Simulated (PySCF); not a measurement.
SMILES O[Si](O)(O[SiH3])O[SiH3] (H8O4Si3) at its GFN2-xTB optimised geometry (Å):

```
15

O      2.3282    -0.8080    -0.4687
Si     1.1407     0.2644    -0.7054
O      1.5892     1.6836    -0.0820
O     -0.2102    -0.2874     0.0000
Si    -1.8281    -0.2874     0.0000
O      0.8630     0.4720    -2.2796
Si     0.0045     1.3428    -3.3451
H      2.2352    -1.6899    -0.8168
H      2.0574     1.6899     0.7482
H     -2.2968    -1.0117    -1.1837
H     -2.3282     1.0882     0.0000
H     -2.1278    -0.9961     1.2427
H      0.2962     0.6382    -4.5925
H     -1.4163     1.2877    -2.9900
H      0.4896     2.7214    -3.3371
```

Method: B3LYP/def2-TZVP (PySCF). Cells within 0.4 Å of a nucleus heavier than hydrogen are left out (blank, or x).

Map of the electron localisation function on the plane z = 0.0 Å:

```
|0000000000000000000000000000000|
|0000000000000000000000000000000|
|0000000000000000000000000000000|
|0000000000000000000000000000000|
|0000000000000000012222100000000|
|0000000000000000134544210000000|
|0000013442000001356776531000000|
|0000489998400001467888752100000|
|0005999999810001478888864100000|
|00289999999200004788xx874200000|
|00599999999200002688xx764200000|
|0059999999920000047887753100000|
|0048999999821232115787531000000|
|0015899998523666521134200000000|
|0001478610027888840001100000000|
|00001220xx5188xx871013455432100|
|00000100xxx08xxx872157778764200|
|000001106x5188xx862268888875200|
|0000023200026888740168888875200|
|0000023432113677620157888764200|
|0000012332101355300035676532100|
|0000001111000122100024544210000|
|0000000000000000000012332100000|
|0000000000000000000001210000000|
|0000000000000000000000000000000|
|0000000000000000000000000000000|
|0000000000000000000000000000000|
|0000000000000000000000000000000|
|0000000000000000000000000000000|
|0000000000000000000000000000000|
|0000000000000000000000000000000|
```
Scale: ten equal steps from 0.000 (start of '0') to 1.000 (end of '9'), in the order '0123456789'; x runs from -4.50 to 4.50, y from -4.50 (bottom) to 4.50 (top).
